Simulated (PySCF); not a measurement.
Stepwise substitution at one centre (Ga CH3-OH). Isolated molecules, 0 K electronic values unless said otherwise. One relaxed conformer stands for each flexible species; it need not be the lowest. Strings in code marks are SMILES.

Calculation: PBE-D3(BJ)/def2-TZVP // M06-2X/def2-TZVP in PySCF. All candidates: neutral, multiplicity 1. Excitations are Tamm–Dancoff values on a coarser integration grid. The basis has no diffuse functions, so Rydberg states are missing or too high.

- LUMO: -1.08 eV
- T1 excitation (TDA): 5.50 eV
- HOMO–LUMO gap: 5.66 eV

Problem. Which member has these values?
A. `[OH][Ga]([OH])[OH]`
B. `[CH3][Ga]([OH])[OH]` (O–Ga–O–H torsion 180°, O–Ga–O–H torsion 0°)
C. `[CH3][Ga]([CH3])[CH3]`
D. `[CH3][Ga]([CH3])[OH]` (C–Ga–O–H torsion 180°)

Solution. B, `[CH3][Ga]([OH])[OH]` (O–Ga–O–H torsion 180°, O–Ga–O–H torsion 0°). The others give `[OH][Ga]([OH])[OH]`: -1.87 eV, 5.14 eV, 5.32 eV; `[CH3][Ga]([CH3])[OH]` (C–Ga–O–H torsion 180°): -1.06 eV, 5.18 eV, 5.36 eV; `[CH3][Ga]([CH3])[CH3]`: -1.37 eV, 4.64 eV, 4.83 eV
